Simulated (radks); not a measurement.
Task: The mean radii <r> (bohr) of the occupied orbitals of an atom or ion are listed with their occupations. Method: Dirac Kohn-Sham, relativistic LDA (MacDonald-Vosko exchange, VWN5 correlation), spin-unpolarised, spherical densities, finite nucleus; Fermi nuclear charge, rms radius of each element as measured or else 0.836 A^(1/3) + 0.57 fm; computed with a radial shooting solver on a logarithmic mesh with Libxc functionals.

| orbital | occ. | <r> |
|---|---|---|
| 1s1/2 | 2 | 0.01587 |
| 2s1/2 | 2 | 0.06607 |
| 2p1/2 | 2 | 0.05411 |
| 2p3/2 | 4 | 0.06310 |
| 3s1/2 | 2 | 0.1716 |
| 3p1/2 | 2 | 0.1620 |
| 3p3/2 | 4 | 0.1784 |
| 3d3/2 | 4 | 0.1547 |
| 3d5/2 | 6 | 0.1597 |
| 4s1/2 | 2 | 0.3779 |
| 4p1/2 | 2 | 0.3784 |
| 4p3/2 | 4 | 0.4129 |
| 4d3/2 | 4 | 0.4157 |
| 4d5/2 | 6 | 0.4267 |
| 4f5/2 | 6 | 0.4343 |
| 4f7/2 | 8 | 0.4402 |
| 5s1/2 | 2 | 0.8132 |
| 5p1/2 | 1 | 0.8549 |
| 5p3/2 | 4 | 0.9278 |
| 5d3/2 | 4 | 1.054 |
| 5d5/2 | 2 | 1.077 |

Name the element and its charge.

Result: Z = 83, bismuth, charge +10: Bi10+ in [Kr] 4d10 4f14 5s2 5p(1/2: 1, 3/2: 4) 5d(3/2: 4, 5/2: 2). The 1s radius gives Z: for a bare nucleus <r> = (2 gamma + 1)/(2Z) with gamma = sqrt(1 - (Z/c)^2), 0.01561 bohr for Z = 83, and screening makes it slightly larger (0.01587 here). The occupations add up to 73, and the charge is Z minus that.
